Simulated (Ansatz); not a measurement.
CH5BN2 (`NC1BN1`), relaxed with RKS PBE-D4/def2-SVP in Ansatz 0.2.0 from a rough embedded geometry. The force threshold is 0.03 eV/Å; the program also tests the step.

The species carries charge 0 and has multiplicity 1.

Start:

```xyz
9

N    -0.897    0.226    0.999
C    -0.234   -0.077   -0.242
B     1.151    0.567   -0.305
N     0.902   -0.908    0.041
H    -1.557    1.048    0.828
H    -1.615   -0.619    1.166
H    -0.798   -0.253   -1.149
H     1.923    1.492   -0.445
H     1.125   -1.475   -0.892
```

Q: By how much does the energy fall, and how many steps does the optimiser take? (An estimate is asked.)

A: Ansatz gave: 120.79 kJ/mol, in 9 steps, 1 of them rejected.

Q: Which bonds change most? (An estimate is asked.)

A: The calculation gave: B3–N4 from 1.536 to 1.356 Å; N1–H6 from 1.121 to 1.026 Å; N4–H9 from 1.114 to 1.020 Å; C2–B3 from 1.530 to 1.580 Å.

Q: Give the relaxed structure. (Best estimate.)

A: Ansatz gave: 
```xyz
9

N    -1.012   -0.018    0.939
C    -0.306   -0.021   -0.313
B     1.127    0.631   -0.455
N     1.002   -0.716   -0.356
H    -1.174    0.934    1.284
H    -1.928   -0.475    0.871
H    -0.935   -0.202   -1.212
H     1.908    1.546   -0.526
H     1.316   -1.679   -0.233
```
